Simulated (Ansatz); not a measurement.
Reaction (atomization): `[BH2][GeH]([CH3])[F]` → B• + C• + F• + Ge• + 6 H•

Computed with Ansatz on PBE0-D4/def2-TZVP structures; ΔE is electronic, products minus reactants. CCSD(T)/CBS adds triple-zeta CCSD(T) − MP2 to the extrapolated MP2 energy (def2 sets, frozen cores). This one scheme is used for every species, atoms too. Functionals use def2-TZVPP. B3LYP here is the variant with VWN-RPA as its local correlation; programs differ in this. No spin–orbit coupling; open shells (•) take unrestricted orbitals. Spin–orbit coupling would lower the free atoms: a little for B, C, F; clearly for Ge. Bonds to Ge are less sure, by a few kJ/mol each and by 10 to 20 or more in all where they break to atoms, as the def2 sets lack core-valence functions. Scalar relativity is left out up to krypton.

What is ΔE at CCSD(T)/CBS? (Best estimate.)

Computed: +3378.5 kJ/mol.

What do these levels give: PBE-D4, B3LYP-D4, B2PLYP, PBE, r2SCAN, PBE0, HF/def2-TZVPP, CCSD/def2-TZVPP, CCSD(T)/def2-TZVPP, MP2/def2-QZVPP, SCS-MP2/def2-QZVPP, HF/CBS(def2)? (An estimate is asked.)

Computed: PBE-D4 3397.7, B3LYP-D4 3369.7, B2PLYP 3344.2, PBE 3381.8, r2SCAN 3384.7, PBE0 3348.5, HF/def2-TZVPP 2568.1, CCSD/def2-TZVPP 3277.0, CCSD(T)/def2-TZVPP 3313.7, MP2/def2-QZVPP 3382.0, SCS-MP2/def2-QZVPP 3382.2, HF/CBS(def2) 2571.1 kJ/mol.

Largest T1 diagnostic among the species: 0.014.

The D4 term adds +25.6 kJ/mol with B3LYP and +13.4 kJ/mol with PBE0; it sums over pairs of atoms, weighted by their polarisabilities, and B3LYP, whose exchange is more repulsive, gets the larger term. From PBE to PBE0 (25 % exact exchange), in def2-TZVPP and without D4, ΔE moves by −33.3 kJ/mol: exact exchange takes away binding that semilocal exchange gives to molecules. In def2-TZVPP, CCSD(T) changes the Hartree–Fock value by +745.5 kJ/mol (the triples alone add +36.6 kJ/mol) and MP2 by +775.8 kJ/mol; breaking electron pairs costs correlation energy, which Hartree–Fock lacks.

For atomizations the MP2-based limit and the directly extrapolated one differ by several kJ/mol either way, and by 10 to 25 for some Ge, Se and Sn compounds, so smaller differences from it don't rank the levels.
